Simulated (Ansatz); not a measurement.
Born–Oppenheimer molecular dynamics of C2H7AlBrF (12 atoms, charge 0, multiplicity 1). It starts at the highest image of a converged band. Of that band: Beside the main top the profile has a ripple of under 15 meV (maxima at images 5, 8), which may be a very shallow well or noise. Neighbouring images differ by up to 2.5 eV, so the band resolves the path poorly. A vibrational analysis at the climbing image gives one clearly imaginary mode, 1273i cm⁻¹: a first-order saddle point.

The calculation used UHF/def2-SVP in Ansatz 0.2.0.

- ensemble: NVE (velocity Verlet)
- time step: 0.5 fs
- steps asked: 200
- starting velocities drawn for: 300 K
- seed: 3557

First frame:

```xyz
12
Properties=species:S:1:pos:R:3
Al -0.478 0.409 0.299
C 1.489 -0.082 0.642
C -1.169 0.250 -1.513
F -0.951 1.641 1.306
H 0.365 -1.030 1.300
Br -1.006 -1.768 1.688
H 1.909 -0.568 -0.241
H 1.981 -0.503 1.523
H 1.801 0.972 0.645
H -2.260 0.332 -1.523
H -0.779 1.050 -2.150
H -0.902 -0.702 -1.978
```

(1) How far do the bonds stretch over the last three quarters of this one trajectory? (Pairs bonded in most of those frames.)

Results:

(1) 
| bond | mean (Å) | spread (Å) | shortest | longest |
| --- | --- | --- | --- | --- |
| Al1–C2 | 1.960 | 0.040 | 1.89 | 2.01 |
| Al1–C3 | 1.964 | 0.012 | 1.95 | 1.98 |
| Al1–F4 | 1.670 | 0.020 | 1.63 | 1.70 |
| C2–H7 | 1.099 | 0.023 | 1.06 | 1.14 |
| C2–H8 | 1.094 | 0.007 | 1.08 | 1.11 |
| C2–H9 | 1.098 | 0.025 | 1.06 | 1.14 |
| C3–H10 | 1.097 | 0.009 | 1.08 | 1.11 |
| C3–H11 | 1.096 | 0.003 | 1.09 | 1.10 |
| C3–H12 | 1.093 | 0.007 | 1.08 | 1.10 |
| H5–Br6 | 1.417 | 0.032 | 1.37 | 1.48 |

Mean temperature of the second half: 631 K. The conserved energy stayed within 0.13 meV per atom of its start (net change 0.1 meV per atom), so the integration is sound. The system heated up, since it started high on the potential surface and ran downhill. A run of 0.1 ps of so small a system gives no equilibrium averages. The orbitals stay closed-shell, which can raise the energy where a bond breaks towards radicals; this wasn't checked here.

The run took 11 min on 4 threads of Arm Neoverse N1, with other jobs on the host, peak memory 0.45 GiB.
